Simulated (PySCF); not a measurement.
## Correlation energy of Sc (scandium, neutral)

[Ar] 3d1 4s1 4p1, one real determinant (an excited configuration). Calculation: PySCF 2.14, in aug-cc-pVDZ (7s6p4d2f, 59 functions); no relativity, point nucleus. Frozen: [Ar]; 3 electrons correlated.

MP2 pair energies summed by pair of shells (mhartree):

```
 pair  energy  share (%)
3d-4s   -2.01       41.6
4s-4p   -1.65       34.1
3d-4p   -1.17       24.3
```

Total MP2 correlation energy: -4.84 mhartree.

Same-spin part -4.84 and opposite-spin part 0.00 mhartree; SCS-MP2 scales them by 1/3 and 6/5 to -1.61 mhartree.

The reference is one real determinant that mixes LS terms of this configuration.
